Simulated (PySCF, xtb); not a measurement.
H2Se2Te. Atoms are numbered in the order given.

```xyz
5

Te     0.0000     0.0000    -0.9071
Se    -2.0163     0.0440     0.6693
H     -2.1222    -1.4229     0.8288
Se     2.0163    -0.0440     0.6693
H      2.1222     1.4229     0.8288
```
Charge 0, spin multiplicity 1.

Geometry optimised at B3LYP-D3(BJ)/def2-SVP. The structure was generated by enumeration, and PubChem lists no compound with its InChIKey, so it may never have been made. The def2 effective core potentials stand for the cores of Te; spin–orbit coupling is left out. One conformer was computed; it need not be the lowest.

The numbers are results of IEF-PCM-M06-2X/def2-SVP (PySCF 2.14.0), not measurements.

The values are the electrostatic part of the solvation free energy, E(continuum) − E(gas) at the gas-phase geometry, in a cavity of scaled van der Waals radii (PySCF's table); cavitation and dispersion terms are not included. In vacuum the orbital gap is 6.43 eV. The dipole moment in vacuum is 0.41 D.

```
solvent                ε  ΔG(elec) (kcal/mol)  dipole (D)  gap (eV)
-----------------  -----  -------------------  ----------  --------
water              78.36                 -3.4        0.64      6.46
dimethylsulfoxide  46.83                 -3.3        0.63      6.46
toluene             2.37                 -1.5        0.49      6.45
```

For comparison, GFN2-xTB/ALPB(water) (xtb, at the GFN2-xTB geometry, all terms of that model) gives -2.8 kcal/mol.
